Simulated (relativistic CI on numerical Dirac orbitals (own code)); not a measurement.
From line strength to rate: S I 1807.31 Å (vacuum)

Problem. For 3s2.3p4 3P_2 – 3s2.3p3.4s 3S°_1 of S I a semi-empirical relativistic CI calculation gives the line strength S = 2.969 e²a₀² in the length gauge. The measured levels are 0.00 and 55330.81 cm⁻¹ (NIST Handbook). Find gf, f, A and the partial lifetime.

Working.
1. σ = 55330.81 − 0.00 = 55330.81 cm⁻¹, so the vacuum wavelength is 10⁸/σ = 1807.31 Å.
2. gf = 303.756 S/λ(Å) = 0.499, log gf = -0.302; with g = 5 for the lower level, f = 0.0998.
3. A = 2.02613 × 10¹⁸ S/(g_u λ³) with g_u = 3: A = 3.40 × 10^8 s⁻¹.
4. The partial lifetime for this S is 1/A = 2.94 ns; in the calculation this line carries 56 % of the decay of the upper level.

Check. The Handbook lists A = 3.08 × 10^8 s⁻¹, a tabulated value with its own uncertainty (a few per cent for the best lines, 25 % or more for others); ours lies 10 % above it. The velocity form of the same calculation gives S = 2.38, and the gap between the two forms is a rough gauge of the error in S. With the computed energy (55277 cm⁻¹) in place of the measured one the rate would change by the factor (σ_calc/σ)³ = 1.00.
